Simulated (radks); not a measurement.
Spherical quantum dot in the effective-mass picture: electrons in a parabolic well V = omega^2 r^2 / 2 with omega = 0.23, all in effective atomic units (hartree* = m*/eps^2 hartree, bohr* = eps/m* bohr), one dielectric constant everywhere. Calculated with a radial shooting solver with Libxc functionals: non-relativistic Kohn-Sham, LDA (Slater exchange, Perdew-Wang correlation), spin-polarised, spherical densities. Levels are named by radial order and angular momentum (1s, 1p, 1d, 2s, ...), and open shells are averaged over m. Results are scaled to m* = 0.164 and eps = 10.6, for which hartree* = 39.72 meV and bohr* = 3.42 nm.

N = 4, configuration 1s2 1p(up 2, down 0). This is the lowest configuration that the search found. Occupied and some empty levels:

level    occupation  eigenvalue (meV)  <r> (nm)
1s up             1            49.191     10.38
1s down           1            50.646     10.32
1p up             2            54.765     12.75
1p down           0            56.276     12.87
1d up             0            61.297     14.59
1d down           0            62.685     14.78
2s up             0            63.225     13.00
2s down           0            64.174     13.14
1f up             0            68.458     16.17
1f down           0            69.660     16.39

Energy (meV): total 134.078, kinetic 25.261, external 53.957, Hartree 84.237, exchange-correlation -29.378.

Electron density:

r (nm)  n(r) (e/nm^3)
1.72        0.0003822
3.57        0.0003874
5.42        0.0003857
7.26        0.0003654
9.12        0.0003193
11.0        0.0002508
12.8        0.0001734
14.7        0.0001040
16.5       0.00005349
18.4       0.00002357
20.2        8.880e-06
22.0        2.865e-06
23.9        7.920e-07
